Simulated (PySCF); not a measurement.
Electron correlation in Mg³⁺ (magnesium, charge +3)

[He] 2s2 2p5, 2P determinant. All numbers are calculated (PySCF 2.14, the spin-free X2C one-electron Hamiltonian (Gaussian nucleus), in cc-pVDZ-DK (4s3p1d, 18 functions)). Frozen: [He] 2s2; 5 electrons correlated.

Total MP2 correlation energy: -0.40 mhartree.

Same-spin part -0.09 and opposite-spin part -0.31 mhartree; SCS-MP2 scales them by 1/3 and 6/5 to -0.40 mhartree.

```
  level  correlation energy (mhartree)
   CCSD                          -0.42
    (T)                           0.00
CCSD(T)                          -0.42
```

Diagnostics: T1 = 0.00021, D1 = 0.0003, largest double amplitude 0.002.

Cost of the coupled-cluster step: 0.06 s of wall time on 1 thread of Intel(R) Xeon(R) 6975P-C (shared host), for 5 correlated electrons.
